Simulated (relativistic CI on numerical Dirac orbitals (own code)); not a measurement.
**Crystal-field levels of Au⁵⁺, 5d6**

Calculated by Dirac-Coulomb-Breit CI, separate exchange-only KLI orbitals for each configuration, QED by a radiative potential, valence Slater integrals scaled by 0.7, one configuration in a parametric crystal field (own radial code).

Field parameters in Wybourne normalisation: D3d B²₀ = −7Dσ, B⁴₀ = −14Dq − 21Dτ, B⁴₃ = −14√(10/7) Dq; Td as Oh with Dq negative (B⁴₀ = 21Dq, B⁴₄ = √(5/14) B⁴₀). The field is a parameter set, without covalency.

S and J are read from ⟨S²⟩ = S(S + 1) and ⟨J²⟩ = J(J + 1) of each level; they are not fictitious spins.

D3d, 10Dq = 42600, Dσ = -250, Dτ = 180 cm⁻¹, the lowest 16 levels:

| E (cm⁻¹) | Degeneracy | Irrep | S | J |
| --- | --- | --- | --- | --- |
| 0.0 | 1 | A1 | 0.21 | 4.37 |
| 31502 | 2 | E | 1.06 | 4.15 |
| 33014 | 2 | E | 1.00 | 3.95 |
| 33114 | 1 | A1 | 1.01 | 3.75 |
| 33307 | 1 | A2 | 0.93 | 4.33 |
| 33457 | 2 | E | 0.96 | 4.16 |
| 41652 | 1 | A1 | 1.06 | 3.95 |
| 41872 | 1 | A2 | 1.00 | 3.71 |
| 42096 | 2 | E | 0.98 | 3.74 |
| 44076 | 2 | E | 1.00 | 3.90 |
| 45586 | 2 | E | 1.05 | 3.71 |
| 45742 | 1 | A1 | 1.05 | 3.70 |
| 47028 | 2 | E | 0.55 | 4.80 |
| 47029 | 1 | A2 | 0.56 | 4.78 |
| 47253 | 1 | A2 | 0.99 | 3.96 |
| 53890 | 1 | A1 | 0.28 | 3.81 |

Td, 10Dq = -9000 cm⁻¹, the lowest 10 levels:

| E (cm⁻¹) | Degeneracy | Irrep | S | J |
| --- | --- | --- | --- | --- |
| 0.0 | 2 | E | 1.61 | 3.62 |
| 430 | 1 | A1 | 1.72 | 3.86 |
| 701 | 3 | T2 | 1.51 | 3.81 |
| 956 | 3 | T1 | 1.73 | 3.91 |
| 7606 | 2 | E | 1.33 | 2.95 |
| 7723 | 3 | T2 | 1.40 | 2.80 |
| 8163 | 1 | A2 | 1.91 | 3.01 |
| 12198 | 3 | T2 | 1.57 | 3.45 |
| 14128 | 3 | T2 | 1.53 | 3.59 |
| 14257 | 3 | T1 | 1.74 | 2.90 |

D3d, 10Dq = 42100, Dσ = 510, Dτ = 140 cm⁻¹, the lowest 16 levels:

| E (cm⁻¹) | Degeneracy | Irrep | S | J |
| --- | --- | --- | --- | --- |
| 0.0 | 1 | A1 | 0.22 | 4.36 |
| 30800 | 2 | E | 1.06 | 4.14 |
| 32159 | 2 | E | 1.00 | 4.02 |
| 32420 | 1 | A1 | 1.01 | 3.75 |
| 32727 | 2 | E | 0.97 | 4.05 |
| 32939 | 1 | A2 | 0.91 | 4.37 |
| 40931 | 1 | A1 | 1.06 | 3.95 |
| 40959 | 1 | A2 | 1.01 | 3.68 |
| 41491 | 2 | E | 0.98 | 3.76 |
| 43433 | 2 | E | 0.98 | 3.93 |
| 45046 | 1 | A1 | 1.06 | 3.72 |
| 45235 | 2 | E | 1.06 | 3.72 |
| 45639 | 1 | A2 | 0.60 | 4.73 |
| 46732 | 2 | E | 0.59 | 4.74 |
| 46858 | 1 | A2 | 0.96 | 4.07 |
| 53001 | 1 | A1 | 0.30 | 3.78 |

Levels of this model without a field, named by their leading LS term (the scale mimics covalency, so terms lie below those of the real free ion): 5D_4 0, 5D_2 5767, 5D_3 9773, 5D_0 11893, 5D_1 12912, 3H_4 15841, 3G_5 20798, 3H_6 20935 cm⁻¹.
